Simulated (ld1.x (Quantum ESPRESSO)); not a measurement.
**Which change was made? (Fe, TM)**

* Element: Fe (Z = 26)
* Generator: ld1.x (Quantum ESPRESSO) 7.5
* Type: norm-conserving Troullier–Martins (Kleinman–Bylander form)
* Functional: LDA (PZ)
* Relativity: scalar-relativistic
* Frozen core: [Ar]
* Valence charge: 8
* Reference configuration: 3d6 4s1.5 4p0 (charge +0.5)
* Partial waves: 4s (bound): rc 2.15 bohr; 4p (bound, empty): rc 3.40 bohr; 3d (bound): rc 1.25 bohr
* Local potential: all-electron potential smoothed inside 1.85 bohr (lloc = -2)
* Core correction: Bessel-smoothed model core inside 0.95 bohr

Cutoffs, loose and tight: the cutoffs (Ry, on a coarse ladder) from which the occupation-weighted sum of valence levels, in a spherical-Bessel basis at the reference potential, stays within 10 and 1 mRy of its value at 400 Ry. They do not see the model core or the augmentation charge, which bear on the density cutoff. Test errors are all-electron minus pseudo excitation energies from the reference, over the configurations 3d6 4s2 4p0; 3d6 4s1 4p0; 3d6 4s0 4p0; 3d4 4s0 4p0; 3d5 4s2 4p1; 3d7 4s1 4p0; 3d6 4s0 4p1 (two spin-polarised tests are not counted in the largest error); variants that change the core or the reference have their own tests. The largest error is taken over the tests solved by every variant that gives reliable tests at all, those not shown here included: 3d4 4s0 4p0; 3d5 4s2 4p1; 3d6 4s1 4p0.

The base gives: outcome: generated; cutoff, loose: 140 Ry; cutoff, tight: 230 Ry; bound ghosts: none; largest test error (meV): -1614.

Task: After one change the result is: outcome: generated; cutoff, loose: 120 Ry; cutoff, tight: 200 Ry; bound ghosts: none; largest test error (meV): -1661. Which change was it?
A. all radii but the core radius scaled by about 1.23 (s 2.64, p 4.18, d 1.54 bohr); local potential all-electron potential smoothed inside 2.28 bohr (lloc = -2)
B. all radii but the core radius scaled by about 0.76 (s 1.64, p 2.60, d 0.96 bohr); local potential all-electron potential smoothed inside 1.42 bohr (lloc = -2)
C. all radii but the core radius scaled by about 1.10 (s 2.36, p 3.72, d 1.38 bohr); local potential all-electron potential smoothed inside 2.02 bohr (lloc = -2)

Result: C. The others give: all radii but the core radius scaled by about 1.23 (s 2.64, p 4.18, d 1.54 bohr); local potential all-electron potential smoothed inside 2.28 bohr (lloc = -2) → outcome: generated; cutoff, loose: 100 Ry; cutoff, tight: 180 Ry; bound ghosts: none; largest test error (meV): -1773 | all radii but the core radius scaled by about 0.76 (s 1.64, p 2.60, d 0.96 bohr); local potential all-electron potential smoothed inside 1.42 bohr (lloc = -2) → outcome: generated; cutoff, loose: 200 Ry; cutoff, tight: 300 Ry; bound ghosts: none; largest test error (meV): -1628.
